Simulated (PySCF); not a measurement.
A GIAO shielding run with PySCF (density fitting, non-relativistic, gas phase) on `InChI=1S/C6H11ClO2Si/c1-4(8)5-2-6(5,7)3-9-10/h5H,2-3H2,1,10H3/t5-,6+/m0/s1`:

```
$ OMP_NUM_THREADS=1 python probes_run.py task.json out

{"job": {"kind": "nmr", "xc": "PBE0", "basis": "pcSseg-1"}, "charge": 0, "multiplicity": 1}
C      2.540832     0.990227    -0.871115
C      2.233112    -0.430183    -0.479906
O      2.850406    -1.384721    -0.876474
C      1.058620    -0.553121     0.439904
C      0.624866    -1.923203     0.890485
C     -0.213325    -1.180306    -0.092450
Cl    -0.224802    -1.737676    -1.762613
C     -1.523955    -0.538396     0.305183
O     -1.534068     0.788423    -0.116780
Si    -2.778245     1.820835    -0.261785
H      3.338191     1.013906    -1.608738
H      2.841893     1.555707     0.008570
H      1.642839     1.451205    -1.277891
H      0.904080     0.293503     1.096155
H      1.214714    -2.744613     0.509876
H      0.253059    -2.056980     1.894911
H     -2.356878    -1.093918    -0.140563
H     -1.631797    -0.576047     1.397704
H     -2.047193     2.959463    -0.789617
H     -3.807957     1.288059    -1.155596
H     -3.393313     2.074778     1.045741
```

Hardware: 1 thread of an Arm Neoverse N1, shared host. The job also computes population analyses, field gradients, ring-centre shieldings.

Problem. How large is the calculation?

Solution. 94 electrons, 239 basis functions and 1284 auxiliary functions.

Problem. How long does it take, and how much memory does it need?

Solution. 110 s of wall time, with 14 SCF cycles and 5 response iterations; peak memory 1.1 GiB. Times on a shared host scatter by some tens of per cent.
